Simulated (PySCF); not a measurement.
Compound: C₃H₁₁PSi₂.
SMILES with atom numbers: `[CH3:1][Si:2]1([PH2:3])[CH2:4][SiH2:5][CH2:6]1`

Structure used (PBE0-D3(BJ)/def2-SVP), in Å, numbered top down from 1:
```
atom  x, y, z in Å
C1     0.3154    2.1900    0.0966
Si2    0.4265    0.3320   -0.1403
P3     2.5138   -0.2163   -0.8365
C4    -0.2616   -0.6688    1.3335
Si5   -1.5861   -1.3595    0.1522
C6    -0.8937   -0.3738   -1.3229
H7     1.0158    2.5347    0.8734
H8     0.5529    2.7174   -0.8402
H9    -0.7028    2.4754    0.4053
H10    2.2790   -1.6190   -0.6890
H11    3.0937   -0.0862    0.4645
H12   -0.6487   -0.0534    2.1610
H13    0.4203   -1.4220    1.7558
H14   -2.9849   -0.9831    0.5278
H15   -1.5167   -2.8428   -0.0315
H16   -0.5077   -0.9892   -2.1498
H17   -1.5747    0.3800   -1.7480
```

NICS = −σ at a ghost point: NICS(0) at the centroid of the ring atoms, NICS(1) 1 Å to either side along the normal of their mean plane, zz for the tensor component along that normal. Level: GIAO B3LYP/pcSseg-1 (PySCF, non-relativistic, gas phase) on the PBE0-D3(BJ)/def2-SVP geometry, one conformer.

Ring bond lengths (Å): Si2–C4 1.910, C4–Si5 1.904, Si5–C6 1.904, C6–Si2 1.908.

Problem. Give the NICS values of each ring in ppm.

Solution. 
```csv
ring,type,NICS(0),"NICS(1), two faces","NICS(1)zz, two faces",rms pucker (Å),"centre to ring atoms, mean (Å)"
Si2–C4–Si5–C6,4-membered ring with 2 Si; formal bonds all single,-1.4,-1.3 / -1.2,3.6 / 3.6,0.00,1.35
```

Problem. What can be read from them?

Solution. 
- Si2–C4–Si5–C6: mean NICS(1)zz 3.6 ppm, deshielded. Si2, C4, Si5, C6 have four or more neighbours; no verdict on aromaticity is drawn.

Problem. What is the mean of the two in-plane components of NICS at the second NICS(1) probe listed for ring Si2–C4–Si5–C6, 1 Å off the ring?

Solution. The isotropic value is a third of the trace: (3 × -1.2 − (3.6))/2 = -3.6 ppm.

Problem. How shielded are the nuclei of the rings and their hydrogens (means over atoms taken as equivalent)?

Solution. 
```
   atoms                  environment  σ isotropic (ppm)  principal values of the symmetric part, first atom (ppm)
     Si2      four-coordinate silicon              312.4                                       293.6, 304.1, 339.4
 C4 (×2)  sp3 carbon bound to silicon              178.2                                       162.1, 170.0, 194.7
     Si5                 SiH2 silicon              378.8                                       357.9, 361.3, 417.4
H12 (×2)           methylene hydrogen              30.91                                          27.4, 28.1, 37.0
H13 (×2)           methylene hydrogen              30.97                                          27.3, 28.8, 36.8
     H14                Si–H hydrogen              26.62                                          23.3, 24.4, 32.1
     H15                Si–H hydrogen              26.56                                          23.4, 24.3, 32.0
```

Problem. How do the values depend on the level or the medium?

Solution. 
| level | NICS(0), Si2–C4–Si5–C6 | mean NICS(1)zz, Si2–C4–Si5–C6 |
| --- | --- | --- |
| B3LYP/pcSseg-1, gas | -1.4 | 3.6 |
| PBE0/pcSseg-1, gas | -1.6 | 3.6 |

The geometry is the same throughout.
